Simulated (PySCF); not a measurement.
C5H6F2O.
Numbering: `[F:1][CH:2]([F:3])[O:4][C@:5]12[CH2:6][C@H:7]1[CH2:8]2` (hydrogens: H9 on C2; H10, H11 on C6; H12 on C7; H13, H14 on C8)

The same species was optimised twice, with GFN2-xTB and with PBE0-D3(BJ)/def2-SVP (PySCF), and the same property calculations (PySCF, gas phase) were run on both structures.

| coordinate | GFN2-xTB | PBE0-D3(BJ)/def2-SVP | change |
| --- | --- | --- | --- |
| C5–C7 (Å) | 1.476 | 1.460 | -0.016 |
| O4–C5 (Å) | 1.388 | 1.371 | -0.017 |
| C2–F3 (Å) | 1.359 | 1.346 | -0.013 |
| C5–C8 (Å) | 1.497 | 1.486 | -0.011 |
| C2–O4 (Å) | 1.354 | 1.364 | +0.010 |
| C5–C6 (Å) | 1.498 | 1.489 | -0.009 |
| F1–C2 (Å) | 1.338 | 1.330 | -0.008 |
| C7–C8 (Å) | 1.504 | 1.500 | -0.004 |
| C6–C7 (Å) | 1.504 | 1.500 | -0.004 |
| O4–C5–C7 (°) | 133.0 | 129.1 | -3.9 |
| C6–C5–C8 (°) | 97.4 | 100.5 | +3.1 |
| C6–C7–C8 (°) | 96.8 | 99.4 | +2.6 |
| O4–C5–C8 (°) | 131.4 | 129.1 | -2.3 |
| F1–C2–F3 (°) | 106.0 | 108.1 | +2.1 |
| O4–C5–C6 (°) | 130.9 | 129.0 | -1.9 |
| F1–C2–O4 (°) | 108.5 | 106.9 | -1.6 |
| F3–C2–O4 (°) | 111.6 | 110.6 | -1.0 |
| F1–C2–O4–C5 (°) | 161 | 170 | +9 |
| C2–O4–C5–C6 (°) | -93 | -102 | -9 |

Rotational constants: A = 4806, B = 1272, C = 1120 MHz (GFN2-xTB) against A = 4793, B = 1317, C = 1158 MHz (PBE0-D3(BJ)/def2-SVP). Point groups within 0.08 Å: C1 and C1.

On the GFN2-xTB structure: lowest singlet, TDDFT (eV) 7.65 [wB97X-D/def2-SVPD]; lowest triplet, Tamm–Dancoff (eV) 6.96 [wB97X-D/def2-SVPD]; isotropic polarisability (au) 61.1 [wB97X-D/def2-SVPD]; HOMO (eV) -9.47 [wB97X-D/def2-SVPD]; LUMO (eV) 2.30 [wB97X-D/def2-SVPD]; dipole (D) 2.80 [wB97X-D/def2-SVPD]; HOMO (eV) -7.57 [PBE0/pcSseg-1]; LUMO (eV) 1.52 [PBE0/pcSseg-1]; dipole (D) 2.63 [PBE0/pcSseg-1]; GIAO shielding of F1/F3 (mean) (ppm) 267.1 [PBE0/pcSseg-1]; GIAO shielding of C2 (ppm) 59.6 [PBE0/pcSseg-1]; GIAO shielding of O4 (ppm) 226.1 [PBE0/pcSseg-1]; GIAO shielding of C5 (ppm) 131.6 [PBE0/pcSseg-1]; GIAO shielding of C6/C8 (mean) (ppm) 150.9 [PBE0/pcSseg-1]; GIAO shielding of C7 (ppm) 180.0 [PBE0/pcSseg-1].

Question: What do these properties become on the PBE0-D3(BJ)/def2-SVP structure?

Answer: 
```tsv
property	level	on GFN2-xTB	on PBE0-D3(BJ)/def2-SVP	change
lowest singlet, TDDFT (eV)	wB97X-D/def2-SVPD	7.65	7.57	-0.08
lowest triplet, Tamm–Dancoff (eV)	wB97X-D/def2-SVPD	6.96	6.79	-0.17
isotropic polarisability (au)	wB97X-D/def2-SVPD	61.1	61.4	+0.3
HOMO (eV)	wB97X-D/def2-SVPD	-9.47	-9.33	+0.14
LUMO (eV)	wB97X-D/def2-SVPD	2.30	2.33	+0.03
dipole (D)	wB97X-D/def2-SVPD	2.80	2.33	-0.47
energy, GFN2-xTB geometry as zero (kcal/mol)	wB97X-D/def2-SVPD	0.0	-1.5	-1.5
HOMO (eV)	PBE0/pcSseg-1	-7.57	-7.42	+0.15
LUMO (eV)	PBE0/pcSseg-1	1.52	1.59	+0.07
dipole (D)	PBE0/pcSseg-1	2.63	2.15	-0.48
energy, GFN2-xTB geometry as zero (kcal/mol)	PBE0/pcSseg-1	0.0	-1.6	-1.6
GIAO shielding of F1/F3 (mean) (ppm)	PBE0/pcSseg-1	267.1	273.0	+5.9
GIAO shielding of C2 (ppm)	PBE0/pcSseg-1	59.6	61.2	+1.6
GIAO shielding of O4 (ppm)	PBE0/pcSseg-1	226.1	219.6	-6.5
GIAO shielding of C5 (ppm)	PBE0/pcSseg-1	131.6	136.6	+5.0
GIAO shielding of C6/C8 (mean) (ppm)	PBE0/pcSseg-1	150.9	147.8	-3.1
GIAO shielding of C7 (ppm)	PBE0/pcSseg-1	180.0	180.1	+0.1
```

The heavy atoms differ by 0.085 Å rms after alignment. Among bonds between heavy atoms O4–C5 and C5–C7 change most and about equally (-0.017 to -0.016 Å). Changes are differences of the printed values. Neither structure is proved a minimum here.

The values belong to the conformer `[F:1][CH:2]([F:3])[O:4][C@:5]12[CH2:6][C@H:7]1[CH2:8]2`: F1–C2–O4–C5 170°, C2–O4–C5–C6 -102°.

The pairwise dispersion term of wB97X-D wasn't added to the energies; at a given geometry it leaves orbitals and properties as they are.
